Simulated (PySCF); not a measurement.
Ligands exchanged one at a time, Sn OCH3-SiH3. Gas-phase values, no solvent. One relaxed conformer stands for each flexible species; it need not be the lowest. Strings in code marks are SMILES.

The numbers are results of PySCF 2.14.0 with B3LYP-D3(BJ)/def2-TZVP // PBE0-D4/def2-SVP, not measurements. B3LYP has the VWN-RPA correlation part, as in Gaussian. Excitations are Tamm–Dancoff values on a coarser integration grid. The basis has no diffuse functions, so Rydberg states are missing or too high.

```
species                                                                                                         S1 excitation (TDA) (eV)  HOMO–LUMO gap (eV)  T1 excitation (TDA) (eV)
--------------------------------------------------------------------------------------------------------------  ------------------------  ------------------  ------------------------
0 of 4 OCH3 replaced by SiH3 (`C[O][Sn]([O]C)([O]C)[O]C`)                                                                           4.57                5.74                         –
2 of 4 OCH3 replaced by SiH3 (`C[O][Sn]([SiH3])([SiH3])[O]C` (C–O–Sn–Si torsion 45°, Si–Sn–O–C torsion -179°))                      5.18                6.06                      4.78
3 of 4 OCH3 replaced by SiH3 (`C[O][Sn]([SiH3])([SiH3])[SiH3]` (C–O–Sn–Si torsion 61°))                                             4.52                5.55                      4.16
4 of 4 OCH3 replaced by SiH3 (`[SiH3][Sn]([SiH3])([SiH3])[SiH3]`)                                                                   5.93                6.70                         –
```
